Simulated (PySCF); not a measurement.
## Vanadium: a sound run and one with changed settings

Sound run: V²⁺ [Ar] 3d3, V³⁺ [Ar] 3d2. Calculation: PySCF 2.14, in def2-SVP (5s3p2d1f, 31 functions); no relativity, point nucleus. In the sound run the correlated levels freeze [Ar]. The sound run starts from symmetry-adapted Hartree-Fock orbitals and uses a fine grid where one is needed.

A second run was set up differently.

```json
{"species": "V²⁺", "method": "UHF", "sound run (hartree)": "-942.04960", "changed run (hartree)": "-932.43195", "converged": "yes"}
{"species": "V²⁺", "method": "PBE", "sound run (hartree)": "-942.72940", "changed run (hartree)": "-932.95349", "converged": "yes"}
{"species": "V²⁺", "method": "LDA", "sound run (hartree)": "-940.78351", "changed run (hartree)": "-930.94815", "converged": "yes"}
{"species": "V²⁺", "method": "MP2", "sound run (hartree)": "-942.05964", "changed run (hartree)": "-932.43205", "converged": "yes"}
{"species": "V³⁺", "method": "UHF", "sound run (hartree)": "-940.99228", "changed run (hartree)": "-931.51142", "converged": "yes"}
{"species": "V³⁺", "method": "PBE", "sound run (hartree)": "-941.60881", "changed run (hartree)": "-931.98987", "converged": "yes"}
{"species": "V³⁺", "method": "LDA", "sound run (hartree)": "-939.65564", "changed run (hartree)": "-929.98374", "converged": "yes"}
{"species": "V³⁺", "method": "MP2", "sound run (hartree)": "-940.99391", "changed run (hartree)": "-931.51142", "converged": "yes"}
```

Ionisation energy of V²⁺:

```tsv
method	sound run (eV)	changed run (eV)
UHF	28.771	25.049
PBE	30.493	26.221
LDA	30.691	26.243
MP2	29.000	25.052
SCS-MP2	28.847	25.050
```

(1) What was changed?
A. minimal basis
B. radial grid too coarse
C. angular grid far too coarse
D. level shift left on

## Answers

(1) A. It used basis STO-3G. A minimal basis cannot let orbitals breathe on ionisation and holds almost no correlation.
